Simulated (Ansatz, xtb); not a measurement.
## Relative energy of two isomers of CH2BCl2F

We compare a, `FCB(Cl)Cl`, a singlet, with b, `FBC(Cl)Cl`, a singlet. Both are isolated molecules in the gas phase, relaxed with PBE0-D3(BJ)/def2-SVP; the shapes shown needn't be the lowest conformers.

a (Å):

```xyz
7

C     2.1942   -0.8402    2.5747
B     1.3710   -0.1939    1.4027
Cl    2.2378    0.2846   -0.0417
Cl   -0.3452    0.0504    1.5095
F     1.4414   -1.1844    3.6638
H     2.7215   -1.7340    2.1873
H     2.9916   -0.1343    2.8795
```

b (Å):

```yaml
atoms:
  - { symbol: C, position_ang: [1.6641, 0.5754, 1.0005] }
  - { symbol: B, position_ang: [1.3337, 0.8481, 2.5210] }
  - { symbol: Cl, position_ang: [3.1100, 1.6275, 0.8197] }
  - { symbol: Cl, position_ang: [0.3381, 1.0377, -0.0717] }
  - { symbol: F, position_ang: [1.7203, -0.0352, 3.4180] }
  - { symbol: H, position_ang: [0.7718, 1.8532, 2.8748] }
  - { symbol: H, position_ang: [1.9761, -0.4448, 0.7460] }
```

Quicker runs give these differences E(b) − E(a): GFN2-xTB +0.504 eV; HF/STO-3G +0.654 eV (at GFN2-xTB geometries); r2SCAN-D4/def2-SVP +0.994 eV (at GFN2-xTB geometries).

Q: Estimate E(b) − E(a) at the level CCSD(T)/def2-SVP + ΔMP2/def2-TZVPP.

A: Calculated at CCSD(T)/def2-SVP + ΔMP2/def2-TZVPP: E(b) − E(a) = +0.816 eV, so structure a lies lower.

Level by level:

```tsv
level	geometry	E(b) − E(a) (eV)	departure from the last row (eV)	job, with rough time for the two
GFN2-xTB	GFN2-xTB	+0.504	−0.313	optimisation, 0.8 s
HF/STO-3G	GFN2-xTB	+0.654	−0.162	single point, 2 s
r2SCAN-D4/def2-SVP	GFN2-xTB	+0.994	+0.177	single point, 13 s
PBE0-D3(BJ)/def2-SVP	PBE0-D3(BJ)/def2-SVP	+1.041	+0.225	optimisation, 3.3 min
HF/def2-SVP	PBE0-D3(BJ)/def2-SVP	+1.111	+0.295	part of the CCSD(T) run
MP2/def2-SVP	PBE0-D3(BJ)/def2-SVP	+1.021	+0.205	part of the CCSD(T) run
CCSD(T)/def2-SVP	PBE0-D3(BJ)/def2-SVP	+1.020	+0.204	single point
CCSD(T)/def2-SVP + ΔMP2/def2-TZVPP	PBE0-D3(BJ)/def2-SVP	+0.816		single point, 85 s
```

As drawn, b has 1 B–F, 2 C–Cl, 1 B–H in place of 1 C–F, 2 B–Cl, 1 C–H.

None of the levels shown reverses the order. The largest departure from CCSD(T)/def2-SVP + ΔMP2/def2-TZVPP is that of GFN2-xTB, 0.313 eV. The last row adds to CCSD(T) the change of the MP2 difference between the two basis sets, here −0.204 eV, a large step that makes the value less sure.

With harmonic frequencies from PBE0-D3(BJ)/def2-SVP (ideal gas, rigid rotor, one conformer each, 298.15 K, 1 atm): the zero-point term adds −0.048 eV; ΔH is +0.771 and ΔG +0.759 eV.

The correlated steps freeze 13 core orbitals. Mirror images aren't counted in ΔG. Programs: Ansatz 0.2.0, xtb 6.7.1; the last row on 1 thread of AMD EPYC (Zen 3) on a shared host.
